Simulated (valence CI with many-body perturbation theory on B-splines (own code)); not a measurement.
**E1 transitions of Mo28+**

Calculated by relativistic CI+MBPT: four valence electrons over a frozen Dirac-Fock core [Ne], radial functions for each j: 11 s, 11 p, 10 d, 8 f, 5 g, 2 h, with the one-electron correlation potential Σ1 (screened to all orders), the two-electron term Σ2, the three-electron term Σ3, Breit, model QED; selected single and double excitations, second order for the rest, scaled by the run's own slope (own B-spline code, finite nucleus).

No measured spectrum was set against this ion. As an estimate, large intervals hold to a few tenths of a per cent, small ones and those within an open d or f shell to about a per cent. Among the levels kept, up to 710 cm⁻¹ of a level comes from second order outside the variational space, and about a tenth of that is noise between levels of different J, which matters for small intervals.

Lines 151 to 200 of 545 in falling wavelength, among levels below 2987100 cm⁻¹, chosen from the strongest by gf and those to the six lowest levels. Wavelengths and rates use the calculated energies. Electric multipoles are in the length gauge with retardation, E1 and E2 with the static RPA response of the core. Weak lines are less certain than strong ones. Lines between different terms over intervals too small for the method are left out, as are lines whose strength nearly cancels. Where a level lies close to another of its J and parity, the split of strength between their lines is uncertain. The highest levels of a list are the least certain.

Names give the largest LS component (configuration and term), which can be under half, so a name can repeat, a term be missing and a line seem to break the LS rules; names also repeat where a configuration has a term twice. Letters in brackets count levels of one name in rising energy.

```tsv
λ vac (Å)	Upper	Lower	A (s⁻¹)	S (a.u.)
111.6	3p³3d ¹F°_3 [b]	3s3p²3d ³D_2 [d]	2.92e+10	1.40e-01
111.6	3s3p²3d ⁵F_2 [b]	3s3p³ ⁵S°_2	8.27e+09	2.84e-02
111.4	3s3p3d² ⁵F°_4	3s3p²3d ³F_3 [a]	8.66e+09	5.33e-02
111.4	3s²3p3d ³P°_1	3s²3p² ¹S_0	1.23e+09	2.52e-03
111.3	3s3p²3d ¹F_3	3s²3p3d ¹F°_3	9.13e+10	4.35e-01
111.1	3s3p3d² ⁵G°_2 [b]	3s3p²3d ⁵D_1	1.69e+10	5.73e-02
111.1	3s3p²3d ³D_3 [b]	3s²3p3d ³F°_3	1.20e+10	5.67e-02
111.1	3s3p3d² ³H°_5	3s3p²3d ³G_4	3.50e+10	2.60e-01
111.0	3s3p²3d ¹D_2 [b]	3s²3p3d ³P°_1	3.88e+10	1.31e-01
110.9	3s3p²3d ³F_2 [b]	3s3p³ ³D°_3	1.87e+10	6.28e-02
110.8	3s3p3d² ³F°_4 [a]	3s3p²3d ¹G_4	8.31e+09	5.02e-02
110.6	3s3p3d² ³G°_4	3s3p²3d ³D_3 [b]	1.11e+10	6.69e-02
110.4	3p³3d ³F°_3 [c]	3s3p²3d ³G_4	3.43e+10	1.60e-01
110.4	3p³3d ³F°_3 [a]	3s3p²3d ⁵F_2 [a]	1.79e+10	8.31e-02
110.4	3p³3d ⁵D°_3	3s3p²3d ⁵F_4	1.68e+10	7.80e-02
110.3	3s3p3d² ⁵P°_3 [b]	3s3p²3d ³D_2 [b]	3.15e+10	1.46e-01
110.3	3p³3d ³D°_1 [c]	3s3p²3d ³D_2 [a]	2.81e+10	5.58e-02
110.3	3s²3p3d ³F°_2	3s²3p² ³P_1	3.18e+09	1.05e-02
110.0	3p⁴ ³P_1 [b]	3s²3p3d ¹D°_2	4.75e+10	9.36e-02
110.0	3s3p²3d ⁵D_3	3s3p³ ³D°_3	1.41e+10	6.49e-02
110.0	3p³3d ³F°_3 [c]	3s3p²3d ³D_3 [a]	8.60e+09	3.95e-02
109.9	3p³3d ³G°_5	3s3p²3d ⁵D_4	1.38e+10	9.94e-02
109.9	3s3p²3d ³G_3	3s²3p3d ¹D°_2	4.17e+10	1.91e-01
109.9	3s3p3d² ⁵D°_3 [b]	3s3p²3d ³F_4 [a]	1.90e+10	8.69e-02
109.7	3s3p³ ¹P°_1	3s²3p² ³P_2	4.03e+10	7.87e-02
109.7	3s3p3d² ⁵D°_3 [c]	3s3p²3d ³F_3 [a]	9.12e+09	4.16e-02
109.7	3p³3d ¹G°_4	3s3p²3d ⁵F_5	7.30e+09	4.27e-02
109.5	3s3p²3d ³D_1 [d]	3s²3p3d ³P°_0	7.41e+10	1.44e-01
109.4	3s3p3d² ³F°_4 [a]	3s3p²3d ³F_3 [a]	4.11e+10	2.39e-01
109.4	3s3p3d² ⁵D°_3 [a]	3s3p²3d ⁵P_3	1.02e+10	4.60e-02
109.3	3p³3d ³G°_4	3s3p²3d ⁵F_4	6.46e+09	3.75e-02
109.2	3s3p3d² ⁵F°_5	3s3p²3d ³G_4	1.79e+10	1.27e-01
109.2	3s3p3d² ³H°_4	3s3p²3d ³G_3	5.94e+10	3.43e-01
109.2	3s3p²3d ³F_2 [a]	3s3p³ ³D°_1	1.39e+10	4.47e-02
109.2	3s3p²3d ³F_3 [b]	3s²3p3d ³F°_3	4.75e+10	2.13e-01
109.0	3s3p3d² ³F°_4 [b]	3s3p²3d ³D_3 [b]	6.64e+09	3.82e-02
109.0	3s3p²3d ³D_2 [c]	3s²3p3d ³F°_3	6.08e+10	1.94e-01
108.9	3p³3d ³F°_2 [b]	3s3p²3d ³G_3	6.06e+10	1.93e-01
108.9	3s3p3d² ⁵D°_4 [a]	3s3p²3d ⁵D_3	1.12e+10	6.40e-02
108.7	3s3p³ ³S°_1	3s²3p² ¹D_2	1.02e+11	1.93e-01
108.6	3p³3d ³G°_4	3s3p²3d ⁵F_3 [b]	2.80e+10	1.59e-01
108.5	3s3p²3d ³F_4 [c]	3s²3p3d ³F°_4	9.95e+10	5.65e-01
108.5	3s3p²3d ⁵P_3	3s3p³ ³D°_2	9.58e+09	4.23e-02
108.3	3s3p3d² ³F°_4 [b]	3s3p²3d ³G_5	2.39e+10	1.35e-01
108.2	3s²3p3d ³F°_3	3s²3p² ¹D_2	1.82e+10	7.99e-02
108.2	3s²3d² ³F_2	3s²3p3d ³P°_1	1.58e+10	4.94e-02
108.2	3s3p²3d ⁵F_3 [a]	3s3p³ ⁵S°_2	9.62e+09	4.21e-02
108.1	3s²3d² ³P_2 [a]	3s²3p3d ¹F°_3	2.11e+10	6.58e-02
108.0	3p³3d ³D°_2 [a]	3s3p²3d ⁵F_2 [b]	2.24e+10	6.95e-02
107.8	3s3p3d² ⁵F°_3	3s3p²3d ⁵P_2	9.24e+09	4.00e-02
```
